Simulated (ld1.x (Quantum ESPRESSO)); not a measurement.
# rubidium (Rb): one change to a TM potential, before and after

```json
{"Element": "Rb", "Generator": "ld1.x (Quantum ESPRESSO) 7.5", "Type": "norm-conserving Troullier–Martins (Kleinman–Bylander form)", "Functional": "PBEsol", "Relativity": "scalar-relativistic", "Frozen core": "[Ar] 3d10", "Valence charge": "9", "Reference configuration": "4s2 4p6 5s1 5p0", "Partial waves": "4s (bound): rc 1.70 bohr; 4p (bound): rc 1.45 bohr; 4d channel at 0.35 Ry: rc 1.55 bohr", "Local potential": "the d channel", "Core correction": "none"}
```

Occupied shells without a wave of their own: 5s. They enter only through the test configuration that unscreens the potential.

Change: wave 4s (bound): rc 1.70 bohr becomes 4s (bound): rc 2.54 bohr.

Cutoffs: the cutoffs (Ry, on a coarse ladder) from which the occupation-weighted sum of valence levels, in a spherical-Bessel basis at the reference potential, stays within 10 and 1 mRy of its value at 400 Ry; they do not see the model core or the augmentation charge, which bear on the density cutoff. Errors are all-electron minus pseudo energies relative to the spin-unpolarised reference configuration.

Question: Predict the effect on cutoff, ghosts and configuration errors.

Answer: The potential gets softer (45 Ry and 80 Ry → 35 Ry and 80 Ry); the number of tests that count goes from 5 to 4; of the 4 tests that both files solve, the error grows in 4 and shrinks in 0 by more than 15 % and 0.3 meV (median size 19.8 → 71.2 meV); neither file shows a bound ghost at the reference potential, the only one tested. A larger radius leaves more room for a smooth pseudo-wave, so fewer plane waves are needed. More of the atom is replaced by a form fitted at one configuration, so other configurations suffer.

```csv
quantity,base,changed
"cutoff, loose",45 Ry,35 Ry
"cutoff, tight",80 Ry,80 Ry
loose cutoff by channel (10 mRy a level),"s 25 Ry, p 30 Ry","s 6 Ry, p 30 Ry"
bound ghosts,none,none
"largest miss of a reference level, eV",0.02,0.09
"tests counted (converged, no solver errors)",5 of 5,4 of 5
"error for 4s2 4p6 5s0 5p0, meV [ΔE 4.07 eV]",+25,-147
"error for 4s2 4p6 5s0.5 5p0, meV [ΔE 1.56 eV]",+9.6,-55
"error for 4s2 4p5 5s1 5p0, meV [ΔE 21.15 eV]",-14,+54
"error for 4s1 4p6 5s1 5p0, meV [ΔE 37.74 eV]",-31,-87
```

Base: ld1.x printed “convergence not achieved” for 5 of the counted tests; their residual had stalled under 1e-8, short of the target of 1e-14. Changed file: Tests not counted: 4s2 4p6 5s0 5p1 (an occupied level unbound or not found, printed error -2.7 eV). ld1.x printed “convergence not achieved” for 2 of the counted tests; their residual had stalled under 1e-8, short of the target of 1e-14.
